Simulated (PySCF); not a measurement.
C2H6Ga, multiplicity 2. Atoms are numbered in the order given.

```xyz
9

Ga     0.1534     0.3409     0.2466
C      0.8701     0.1478    -1.6318
H      0.8774    -0.9247    -1.8940
H      1.8821     0.5564    -1.7587
H      0.1816     0.6641    -2.3234
C     -1.7058    -0.3693     0.5898
H     -1.7203    -1.4448     0.3410
H     -2.4079     0.1478    -0.0875
H     -2.0414    -0.2351     1.6274
```
Charge 0, spin multiplicity 2.

Geometry: B3LYP-D3(BJ)/def2-SVP. The spin state was assumed, not searched. The isomer is the one that the SMILES or the coordinates give; other isomers of the formula were not compared.

Method: PBE/def2-TZVPD run with PySCF.

Mulliken values depend strongly on the basis, most of all with diffuse functions as here. ESP charges are fitted to the potential on shells at 1.4 to 2.0 van der Waals radii. Atomic charges (e):

```csv
atom,meta-Löwdin,Mulliken,ESP fit,Mulliken spin
Ga1,…,0.22,0.04,0.73
C2,…,-0.74,-0.10,0.15
H3,…,0.19,0.04,0.01
H4,…,0.25,-0.01,-0.03
H5,…,0.19,0.04,0.01
C6,…,-0.74,-0.09,0.15
H7,…,0.19,0.04,0.01
H8,…,0.19,0.04,0.01
H9,…,0.25,-0.01,-0.03
```

Problem. What belongs in the gaps? (Estimate from the structure and the level; the computed values follow.)

Solution. 
- Ga1, meta-Löwdin: 0.35
- C2, meta-Löwdin: -0.56
- H3, meta-Löwdin: 0.13
- H4, meta-Löwdin: 0.13
- H5, meta-Löwdin: 0.13
- C6, meta-Löwdin: -0.56
- H7, meta-Löwdin: 0.13
- H8, meta-Löwdin: 0.13
- H9, meta-Löwdin: 0.13
